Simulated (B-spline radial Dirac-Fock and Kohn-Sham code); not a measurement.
## EELS cross sections of the Ce L3 (2p3/2) edge

System: the Ce atom in the configuration [Xe] 4f1 5d1 6s2. Model: the first Born approximation with generalised oscillator strengths from a Dirac-Hartree-Slater potential (longitudinal and transverse terms; continuum final states only, so no white lines or fine structure). Program: a radial finite-basis atomic code. The edge is taken at 5723.0 eV (tabulated value).

Input of the calculation (task.json; shells as n, l, electrons):

```json
{"items": [{
  "Z": 58,
  "q": 0,
  "cfg": [[1, 0, 2], [2, 0, 2], [2, 1, 6], [3, 0, 2], [3, 1, 6], [3, 2, 10], [4, 0, 2], [4, 1, 6], [4, 2, 10], [4, 3, 1], [5, 0, 2], [5, 1, 6], [5, 2, 1], [6, 0, 2]],
  "A": 140,
  "rrms": 4.8771,
  "do": "eels",
  "beams": [[60, 20], [60, 50], [60, 100], [80, 50], [80, 100], [100, 20], [100, 50], [120, 20], [200, 10], [200, 20], [200, 50], [300, 5], [300, 10], [300, 100]],
  "edges": {"L3": 5723.0}
}]}
```

Run with: `python xray2_run.py task.json out`

Edge shape dσ/dE in barn per eV:

| E − edge (eV) | 60 kV, 20 mrad | 80 kV, 100 mrad | 300 kV, 100 mrad |
| --- | --- | --- | --- |
| 1 | 0.0200 | 0.227 | 0.200 |
| 3 | 0.0209 | 0.237 | 0.209 |
| 6 | 0.0218 | 0.248 | 0.218 |
| 10 | 0.0224 | 0.256 | 0.225 |
| 15 | 0.0225 | 0.258 | 0.227 |
| 20 | 0.0222 | 0.256 | 0.225 |
| 30 | 0.0218 | 0.252 | 0.222 |
| 40 | 0.0217 | 0.251 | 0.222 |
| 50 | 0.0216 | 0.251 | 0.222 |
| 65 | 0.0214 | 0.249 | 0.221 |
| 80 | 0.0211 | 0.246 | 0.219 |
| 100 | 0.0208 | 0.244 | 0.217 |
| 125 | 0.0204 | 0.241 | 0.215 |
| 150 | 0.0199 | 0.237 | 0.212 |
| 200 | 0.0191 | 0.230 | 0.206 |
| 250 | 0.0183 | 0.222 | 0.201 |
| 300 | 0.0175 | 0.215 | 0.196 |

For the first setting the maximum lies 15 eV above the edge. The intensity 300 eV above the edge is 78 % of the maximum.
